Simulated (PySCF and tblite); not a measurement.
Values are calculated unless marked as measured or tabulated.
C9H10O, numbered as in [CH2:1]=[CH:2][CH2:3][O:4][c:5]1[cH:6][cH:7][cH:8][cH:9][cH:10]1.

Search: ETKDG and KDG, MMFF94s, GFN2-xTB, 150 starts; geometries at PBE0-D3(BJ)/def2-SVP. Free energies are CAM-B3LYP-D3(BJ)/def2-SVPD (IEF-PCM, chloroform) single points with GFN2-xTB rigid-rotor and vibrational terms (modes under about 100 cm⁻¹ blended into free rotors). Symmetry numbers and mirror images are counted. Conformers within 3 kcal/mol (GFN2-xTB free energy) were kept, 7 at most. GIAO shieldings: WP04/pcSseg-1 (IEF-PCM, chloroform). Shifts are against TMS (¹H), TMS (¹³C) at the same level; of two unlike H on one atom, a is the less shielded. Run with PySCF (density fitting) and tblite.

Question: Predict the averaged NMR shifts at 298.15 K.

Answer: ¹H: 7.17 (H7/H9, 2H), 6.84 (H8, 1H), 6.74 (H6/H10, 2H), 5.94 (H2, 1H), 5.47 (H1a, 1H), 5.33 (H1b, 1H), 4.40 (H3, 2H) ppm. ¹³C: 165.4 (C5), 141.9 (C2), 135.4 (C7/C9), 125.9 (C8), 123.0 (C1), 119.6 (C6/C10), 70.9 (C3) ppm.

Question: How do the conformers differ?

Answer: Torsions listed: C1–C2–C3–O4, C2–C3–O4–C5, C3–O4–C5–C6. Of a mirror pair one member is shown.
```tsv
conformer	shape	weight %
1	-132°, -176°, 178°	32.1
2	0°, 179°, -179°	27.2
3	-4°, -82°, 7°	23.9
4	-142°, 74°, -179°	11.1
5	-128°, -81°, -179°	5.7
```

```csv
signal,1,2,3,4,5,average
H1a,5.42,5.79,5.18,5.50,5.37,5.47
H1b,5.34,5.35,5.24,5.41,5.33,5.33
H2,6.12,5.90,5.75,5.82,6.12,5.94
H3,4.26,4.33,4.57,4.58,4.51,4.40
H6/H10,6.74,6.77,6.72,6.76,6.75,6.74
H7/H9,7.19,7.21,7.13,7.12,7.18,7.17
H8,6.86,6.87,6.82,6.81,6.84,6.84
C1,124.8,120.3,121.9,125.2,125.4,123.0
C2,142.7,140.9,140.7,145.5,140.4,141.9
C3,72.1,69.1,70.8,72.0,71.3,70.9
C5,165.5,165.1,165.5,165.7,165.2,165.4
C6/C10,119.1,119.1,120.3,120.4,119.4,119.6
C7/C9,135.5,135.5,135.1,135.1,135.5,135.4
C8,126.0,126.1,125.8,125.8,125.7,125.9
```

Question: Which signal moves most, for its nucleus, between 150 and 400 K through the change of populations alone?

Answer: C1: 122.2 ppm at 150 K, 122.5 ppm at 200 K, 122.8 ppm at 250 K, 123.0 ppm at 298.15 K, 123.2 ppm at 400 K.

Shifts are unscaled: against experiment ¹³C can be off by 15 ppm or more and ¹H by 0.8 ppm.
